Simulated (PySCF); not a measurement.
Correlation energy of P (phosphorus, neutral)

[Ne] 3s2 3p3, high-spin 4S determinant. All numbers are calculated (PySCF 2.14, the spin-free X2C one-electron Hamiltonian (Gaussian nucleus), in aug-cc-pVDZ-DK). Frozen: [Ne]; 5 electrons correlated.

MP2 pair energies summed by pair of shells (mhartree):

```csv
pair,energy,share (%)
3s-3p,-42.28,63.2
3p-3p,-16.15,24.2
3s-3s,-8.45,12.6
```

Total MP2 correlation energy: -66.88 mhartree.

Same-spin part -18.87 and opposite-spin part -48.01 mhartree; SCS-MP2 scales them by 1/3 and 6/5 to -63.90 mhartree.

```csv
level,correlation energy (mhartree)
CCSD,-85.09
(T),-1.55
CCSD(T),-86.64
```

Diagnostics: T1 = 0.0024, D1 = 0.0048, largest double amplitude 0.043.

Cost of the coupled-cluster step: 0.1 s of wall time on 1 thread of Intel(R) Xeon(R) 6975P-C (shared host), for 5 correlated electrons.
